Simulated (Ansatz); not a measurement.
A nudged elastic band was laid between two geometries of BH$_{6}$NSn (9 atoms, charge 0, multiplicity 1).

Level of theory: RKS PBE/def2-SVP (Ansatz).

```yaml
movable_images: 4
climbing_image: no
spring: 5.0 eV/Å²
optimiser: quadratic models (default)
start_path: IDPP
force_threshold: 0.05 eV/Å
iteration_limit: 60
end_points: relaxed
```

Initial state:

```xyz
9
Properties=species:S:1:pos:R:3
N -0.611 1.296 -1.020
B 0.258 0.215 -0.886
Sn 0.317 -0.970 1.045
H -0.671 1.859 -1.873
H -1.252 1.612 -0.290
H 0.978 -0.070 -1.826
H 1.874 -0.950 1.806
H -0.083 -2.643 0.825
H -0.810 -0.349 2.219
```

Final state:

```xyz
9
Properties=species:S:1:pos:R:3
N 0.667 1.248 -1.044
B -0.275 0.235 -0.876
Sn -0.349 -0.946 1.056
H 0.737 1.806 -1.898
H 1.357 1.514 -0.338
H -1.048 0.007 -1.789
H 0.886 -0.434 2.173
H -0.118 -2.648 0.822
H -1.858 -0.782 1.894
```

(1) What changes between the two ends?

(2) Give the energies along the band, and the barrier.

(3) What is the geometry of the highest image?

Results:

(1) No bond is made or broken. The dihedral N1–B2–Sn3–H8 goes from 120 to -121°. The two ends are copies of one structure, up to a mirror image or an exchange of like atoms.

(2) The forces met the threshold. The highest image is number 3 of 0 to 5, 0.6 kcal/mol above the ends, which have the same energy within 2 meV. No image climbed, so the highest image needn't sit at the top of the path.

| image | path coordinate (Å) | energy (kcal/mol) | dihedral N1–B2–Sn3–H8 (°) |
| --- | --- | --- | --- |
| 0 | 0.00 | 0.0 | 120 |
| 1 | 0.77 | 0.2 | 144 |
| 2 | 1.53 | 0.6 | 168 |
| 3 | 2.30 | 0.6 | -169 |
| 4 | 3.06 | 0.2 | -146 |
| 5 | 3.83 | 0.0 | -121 |

(3) 
```xyz
9
Properties=species:S:1:pos:R:3
N 0.155 1.485 -0.949
B -0.060 0.108 -0.937
Sn -0.076 -1.057 1.012
H 0.161 2.039 -1.809
H 0.323 2.049 -0.114
H -0.247 -0.458 -1.998
H 1.282 -0.682 2.032
H -0.060 -2.774 0.784
H -1.478 -0.710 1.979
```

Time of the run: 58 s on 1 thread of Arm Neoverse V2 (shared host), peak memory 0.26 GiB.
